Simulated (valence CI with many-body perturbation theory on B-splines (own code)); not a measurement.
# Tb XXXIV: magnetic and hyperfine properties of the levels

Calculated by relativistic CI+MBPT: four valence electrons over a frozen Dirac-Fock core [Ar] 3d10, radial functions for each j: 11 s, 11 p, 9 d, 7 f, 5 g, 2 h, 1 i, with the one-electron correlation potential Σ1, the two-electron term Σ2, the three-electron term Σ3, Breit, model QED; selected CI, second order for the rest (own B-spline code, finite nucleus).

The last digits are not significant, and no measured levels were compared; by estimate large intervals hold to a few tenths of a per cent, small ones and those within an open d or f shell to about a per cent.

A/g_I is the dipole constant over the nuclear g factor μ/I (μ in nuclear magnetons, uniformly magnetised nucleus), B/Q the quadrupole constant per barn. Both hold the static response of the core; the bare values leave it out. Large factors of s and p1/2 electrons are usually good to 5 to 10 %; those of open d and f shells near neutrality can be off by tens of per cent, and small factors of p3/2, d and f electrons come from cancelling terms and can be off by a factor of two or in sign, in half-filled shells by more. B is blank for J = 1/2, where it vanishes, and for nearly pure S terms. Energies count from the lowest level. Levels with J = 0 are left out.

Levels are named by their leading jj configuration (3d3/2^4 stands for four electrons in 3d with j = 3/2), which in mixed levels can hold well under half, so a name can repeat and another be missing. Letters in brackets count levels of one name in rising energy.

```
                         Level  E (eV)      g  A/g_I (MHz)  A/g_I bare  B/Q (MHz/b)  B/Q bare
        (4s^2 4p1/2 4p3/2) J=1   43.80  1.498       -20100      -19700        33100     31900
        (4s^2 4p1/2 4p3/2) J=2   47.28  1.190        87400       84100        53700     51700
            (4s^2 4p3/2^2) J=2   93.71  1.304        35100       33700        12200     11700
        (4s 4p1/2^2 4p3/2) J=2  117.74  1.624       218000      210000        52800     50800
        (4s 4p1/2^2 4p3/2) J=1  129.77  1.005      -143000     -137000        48500     46700
    (4s 4p1/2 4p3/2^2) J=2 [a]  157.88  1.522       145000      140000        26900     25900
        (4s^2 4p1/2 4d3/2) J=2  164.62  0.832        65300       63200         1910      1990
        (4s 4p1/2 4p3/2^2) J=3  164.80  1.322       183000      176000        -6700     -6390
    (4s 4p1/2 4p3/2^2) J=1 [a]  174.65  1.213       -13900      -13200       -38000    -36500
    (4s 4p1/2 4p3/2^2) J=1 [b]  179.64  1.296       338000      325000        -3060     -2890
    (4s 4p1/2 4p3/2^2) J=2 [b]  179.93  1.008        -5050       -4740        -2590     -2480
        (4s^2 4p1/2 4d5/2) J=3  185.32  1.116        56400       54700        20800     20200
        (4s^2 4p1/2 4d3/2) J=1  185.34  1.022       -85600      -82200        14600     14100
        (4s^2 4p1/2 4d5/2) J=2  187.50  1.294         2530        2850        10800     10500
              (4s 4p3/2^3) J=2  213.76  1.376       167000      161000       -54400    -52300
        (4s^2 4p3/2 4d3/2) J=1  221.36  1.163       -14500      -13900       -21300    -20500
        (4s^2 4p3/2 4d3/2) J=2  222.74  1.026        18600       18000        -6940     -6650
        (4s^2 4p3/2 4d5/2) J=4  224.59  1.247        16900       16400        80300     77400
        (4s^2 4p3/2 4d3/2) J=3  225.05  1.157        27500       26700        47700     46100
              (4s 4p3/2^3) J=1  233.48  1.309       -90100      -86300       -21800    -21000
        (4s^2 4p3/2 4d5/2) J=2  236.57  1.296        70200       67900       -49400    -47500
        (4s 4p1/2^2 4d3/2) J=1  240.61  0.369      -168000     -161000         5240      5120
        (4s^2 4p3/2 4d5/2) J=3  240.64  1.143        19300       18800        20200     19600
        (4s 4p1/2^2 4d3/2) J=2  241.96  1.209       166000      160000         6710      6610
        (4s^2 4p3/2 4d5/2) J=1  245.69  0.972       -28500      -26900         5860      5730
         (4p1/2^2 4p3/2^2) J=2  250.82  1.265         -586       -68.6        -2360     -2250
        (4s 4p1/2^2 4d5/2) J=3  254.95  1.373       127000      123000        12400     12100
        (4s 4p1/2^2 4d5/2) J=2  267.13  0.980       -48900      -46700        22900     22300
(4s 4p1/2 4p3/2 4d3/2) J=1 [a]  278.71  1.217       104000      100000       -32300    -31200
(4s 4p1/2 4p3/2 4d3/2) J=2 [a]  279.43  1.147        87200       84200       -25100    -24100
(4s 4p1/2 4p3/2 4d3/2) J=3 [a]  280.93  1.178       113000      109000         2310      2300
    (4s 4p1/2 4p3/2 4d3/2) J=4  285.51  1.242       125000      121000        31400     30400
(4s 4p1/2 4p3/2 4d5/2) J=4 [a]  288.00  1.389        97100       93900        78800     75900
(4s 4p1/2 4p3/2 4d3/2) J=2 [b]  291.22  0.928        76000       73300       -44300    -42600
```

**Question.** Take the isotope of mass number 159, with I = 3/2, μ = 2.009 μN and Q = 1.432 b. What is the hyperfine structure of (4s^2 4p1/2 4d3/2) J=2?

**Answer.** From the table A = 87400 MHz, B = 2740 MHz. Shifts from the centre of gravity in MHz: F = 1/2: -391000, F = 3/2: -262000, F = 5/2: -45400, F = 7/2: 263000.
